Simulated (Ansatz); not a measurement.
`F[Si]([SiH3])(Cl)Cl` + `NB(N)O` → `NB(N)O[SiH3]` + `F[SiH](Cl)Cl`  (cleavage of the Si–Si bond)

Computed with Ansatz on PBE0-D4/def2-TZVP structures; ΔE is electronic, products minus reactants. CBS: MP2 limit from def2 TZ/QZ plus the TZ coupled-cluster correction, frozen cores. Each species was taken in one conformer, which may not be the lowest.

`F[Si]([SiH3])(Cl)Cl`:

Z-matrix (Å, degrees):
```
Si
Si 1 2.331
Cl 1 2.038 2 111.2
F 1 1.589 2 111.2 3 -119.3
Cl 1 2.038 2 111.2 3 121.5
H 2 1.484 1 109.0 3 179.7
H 2 1.484 1 109.0 3 59.2
H 2 1.484 1 107.8 3 -60.6
```

`NB(N)O`:

```xyz
9

N     1.029    0.259   -0.666
B    -0.151    0.136    0.120
N    -0.752   -1.120    0.370
O    -0.773    1.237    0.681
H     1.477    1.134   -0.863
H     1.494   -0.526   -1.081
H    -1.583   -1.193    0.926
H    -0.406   -1.993    0.023
H    -0.336    2.066    0.491
```

`NB(N)O[SiH3]`:

Cartesian coordinates in Å:
```
N -1.465 0.360 -0.429
B -0.068 0.589 -0.507
N 0.497 1.519 -1.409
O 0.809 -0.107 0.310
Si 0.714 -1.380 1.322
H -1.876 -0.246 0.257
H -2.137 0.857 -0.983
H 1.490 1.652 -1.461
H -0.033 2.093 -2.036
H -0.669 -1.550 1.856
H 1.640 -1.152 2.459
H 1.099 -2.633 0.621
```

`F[SiH](Cl)Cl`:

Z-matrix (Å, degrees):
```
Si
F 1 1.581
Cl 1 2.024 2 108.4
Cl 1 2.024 2 108.4 3 119.6
H 1 1.467 2 109.1 3 -120.2
```

```json
{"species": "`F[Si]([SiH3])(Cl)Cl`", "CCSD/def2-TZVPP energy (Eh)": "-1599.24275"}
{"species": "`NB(N)O`", "CCSD/def2-TZVPP energy (Eh)": "-212.38499"}
{"species": "`NB(N)O[SiH3]`", "CCSD/def2-TZVPP energy (Eh)": "-502.67100"}
{"species": "`F[SiH](Cl)Cl`", "CCSD/def2-TZVPP energy (Eh)": "-1308.99566"}
```

Q: Work out ΔE.

A: ΔE = (-502.67100) + (-1308.99566) − (-1599.24275) − (-212.38499) = -0.03892 Eh = -1.06 eV. CCSD(T)/CBS gives -1.01 eV.

Largest T1 diagnostic among the species: 0.011.

From PBE to PBE0 (25 % exact exchange), in def2-TZVPP and without D4, ΔE moves by −0.09 eV. In def2-TZVPP, CCSD(T) changes the Hartree–Fock value by +0.25 eV (the triples alone add +0.03 eV) and MP2 by +0.18 eV.
